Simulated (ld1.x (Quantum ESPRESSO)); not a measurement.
**Co: excitation energies, all-electron against ultrasoft**

Co, ultrasoft, made with ld1.x (Quantum ESPRESSO) 7.5 (PBE, non-relativistic). Core [Ne], reference 3s2 3p6 3d7 4s2 4p0. Waves: 3s (bound): rcut 1.15, rcutus 1.35 bohr; 4s (bound): rcut 1.15, rcutus 1.35 bohr; 3p (bound): rcut 1.15, rcutus 1.25 bohr; 4p (bound, empty): rcut 1.15, rcutus 1.25 bohr; 3d (bound): rcut 1.15, rcutus 1.50 bohr; 3d channel at 2.95 Ry: rcut 1.15, rcutus 1.50 bohr. Local part: all-electron potential smoothed inside 1.40 bohr (lloc = -1). Core correction: Bessel-smoothed model core inside 0.60 bohr. Augmentation charge: PSQ, inside the norm-conserving radii.

Energies are relative to the spin-unpolarised reference configuration 3s2 3p6 3d7 4s2 4p0; without spin polarisation the order of configurations can differ from experiment.

Its overlap operator is not positive definite in a basis up to 400 Ry (lowest eigenvalue s -0.10), so the file is unfit for use: the generalised eigenproblem breaks down once the basis is large enough, and its test numbers describe a broken file.

| valence configuration | charge | ΔE all-electron (eV) | error AE − PS (meV) |
| --- | --- | --- | --- |
| 3s2 3p6 3d7 4s1 4p0 | +1 | 8.880 | +0.5 |
| 3s2 3p6 3d7 4s0 4p0 | +2 | 25.423 | +2.0 |
| 3s2 3p6 3d6 4s0 4p0 | +3 | 61.525 | -1.6 |
| 3s2 3p6 3d7 4s0 4p2 | 0 | 8.668 | -1.7 |
| 3s2 3p6 3d8 4s1 4p0 | 0 | -1.540 | -52 |
| 3s2 3p6 3d8 4s0 4p0 | +1 | 5.948 | -63 |
| 3s2 3p6 3d7 4s1.5 4p0 | +0.5 | 3.539 | +0.1 |

The ghost test of this file was not conclusive.
